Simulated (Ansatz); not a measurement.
Total energies of C₂H₆B₂O (`BC(=C)BO`).

```xyz
11

B     0.954    0.092    1.139
C    -0.185   -0.163    0.136
C    -1.217   -0.932    0.537
B    -0.211    0.417   -1.317
O     0.787    1.193   -1.794
H     1.909    0.767    0.852
H     0.917   -0.379    2.239
H    -2.058   -1.155   -0.119
H    -1.259   -1.366    1.535
H    -1.121    0.194   -2.067
H     1.483    1.332   -1.141
```

Charge 0, multiplicity 1. Geometry: relaxed with PBE0-D4/def2-TZVP. It is one conformer, not always the lowest. Basis def2-TZVPP, Ansatz.

RPA on PBE orbitals: Hartree–Fock energy of these orbitals -203.51174 Eh, correlation -1.26568 Eh (frozen core).

| functional | energy without D4 (Eh) | D4 term (kJ/mol) |
| --- | --- | --- |
| LDA (SPW92) | -202.96189 | – |
| PBE | -204.54903 | -18.9 |
| revPBE | -204.76397 | -62.7 |
| BLYP | -204.75321 | -42.4 |
| r2SCAN | -204.70586 | -4.7 |
| B97M-V | -204.83393 | – |
| PBE0 | -204.57541 | -15.9 |
| B3LYP | -204.85063 | -30.4 |
| r2SCANh | -204.69760 | -5.0 |
| r2SCAN0 | -204.68621 | -5.5 |
| HSE06 (plane-wave form) | -204.56343 | -14.7 |
| BHLYP | -204.72589 | -21.8 |
| CAM-B3LYP | -204.72767 | -15.9 |
| LC-ωPBE | -204.68163 | – |
| ωB97X-V | -204.77064 | – |
| ωB97M-V | -204.74073 | – |
| B2PLYP | -204.65858 | – |
| PBE-QIDH | -204.54524 | – |

B3LYP takes the VWN-RPA correlation (the form of Gaussian; ORCA's B3LYP/G). HSE06 is the plane-wave form, built on full-range PBE exchange. The double hybrids freeze the cores in their second-order part.

LC-ωPBE has ω = 0.4 bohr⁻¹.
